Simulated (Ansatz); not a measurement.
Species: ZrH (charge 0, quartet). The spin state was set by rule; other spins were not relaxed. 
Coordinates optimised at B3LYP-D3(BJ)/def2-TZVP (Ansatz, a first-principles code):
```
Zr
H 1 1.8680
```
Charge 0, spin multiplicity 4.

Dipole moments at this geometry, in debye (magnitudes).

```tsv
level	program	dipole (D)
SVWN5/def2-TZVPD	Ansatz	2.42
B3LYP/def2-TZVPD	Ansatz	2.65
r2SCANh/def2-TZVPD	Ansatz	2.92
CAM-B3LYP/def2-TZVPD	Ansatz	2.70
wB97X-V/def2-TZVPD	Ansatz	2.63
CCSD(T)/def2-SVPD	Ansatz	2.50
```
